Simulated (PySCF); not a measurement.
# What a mistake does to a calculation on BFH3NSi

Calculated results; nothing here was measured. The program is PySCF 2.14.0, an open-source quantum chemistry code, run on an isolated molecule that a program drew, which may never have been made. The molecule is BFH3NSi (charge 0, singlet), drawn as the SMILES string `FB=N[SiH3]`.

Each row is a Hartree-Fock (HF) and frozen-core CCSD(T) single point in the cc-pV(D+d)Z basis, meant for a local HF minimum. Run 1 is clean. Each other run has one planted mistake out of seven kinds, and not every kind appears here: one electron removed, one electron added, multiplicity raised by two, geometry at a saddle point, minimal basis STO-3G, one bond length entered in bohr, all coordinates scaled. The reference is restricted for singlets and unrestricted otherwise, and also for a bond in bohr. Adding or removing an electron swaps singlet and doublet. Electrons count all cores. HOMO and LUMO are orbital energies over both spins, the gradient is its largest component, and the lowest frequency (negative if imaginary) is given only where the gradient is small. Bond lengths are over the 6 bonds as drawn. T1 is the CCSD diagnostic: over 0.02 (restricted) or 0.045 (unrestricted) a single reference is doubtful.

Geometry of the clean run:
```xyz
7
BFH3NSi, angstrom
F    -1.1148   -0.3001   -2.0485
B    -0.6481   -0.9991   -1.0738
N    -0.1982   -1.6729   -0.1342
Si    0.4192   -2.5981    1.1557
H    -0.1537   -2.1368    2.4395
H     1.8917   -2.4688    1.2224
H     0.0787   -4.0263    0.9729
```

```
run,electrons,basis functions,<S^2>,HOMO (eV),LUMO (eV),gradient (hartree/bohr),lowest frequency (cm^-1),mean bond (Å),longest bond (Å),T1,HF (hartree),CCSD(T) (hartree),mistake
1,38,80,0.000,-11.41,4.01,1.4e-05,112,1.4450,1.703,0.0138,-469.35092,-469.91406,no fault
2,38,27,0.000,-8.30,11.02,5.8e-02,-,1.4450,1.703,0.0160,-463.57990,-463.79077,minimal basis STO-3G
3,39,80,0.762,3.45,8.97,3.6e-02,-,1.4450,1.703,0.0228,-469.21255,-469.80676,one electron added
4,38,80,0.950,-11.48,1.13,7.7e-03,-,1.6358,2.432,0.0460,-469.17379,-469.70647,?
5,38,80,0.000,-11.68,4.32,1.2e-01,-,1.3294,1.567,0.0116,-469.28344,-469.83151,?
```

**Which mistake was planted in run 4, and what did it cost?**

The mean bond changes by a factor of 1.132 and the longest by 1.428, so the molecule wasn't scaled as a whole. A length L in bohr read as angstrom grows by (1/0.5292 - 1) L = 0.890 L. The 6 bonds together grew by 6 x 0.1908 = 1.145 Å, which gives L = 1.287 Å. That is bond F1-B2, 1.287 Å in the clean geometry. So the mistake is: one bond length entered in bohr. Subtracting run 1 and multiplying by 627.51 kcal/mol a hartree, the energy moved by 111.2 kcal/mol in HF and 130.3 kcal/mol in CCSD(T).

**Which mistake was planted in run 5, and what did it cost?**

The mean and the longest bond both change by the same factor, 0.920, and the gradient is no longer small. So the mistake is: all coordinates scaled. Subtracting run 1 and multiplying by 627.51 kcal/mol a hartree, the energy moved by 42.3 kcal/mol in HF and 51.8 kcal/mol in CCSD(T).

Cautions from the logs. Run 3: the HOMO is above zero, so the electron isn't bound and the energy depends on the basis; run 4: T1 is over the limit, so its CCSD(T) energy is less reliable.
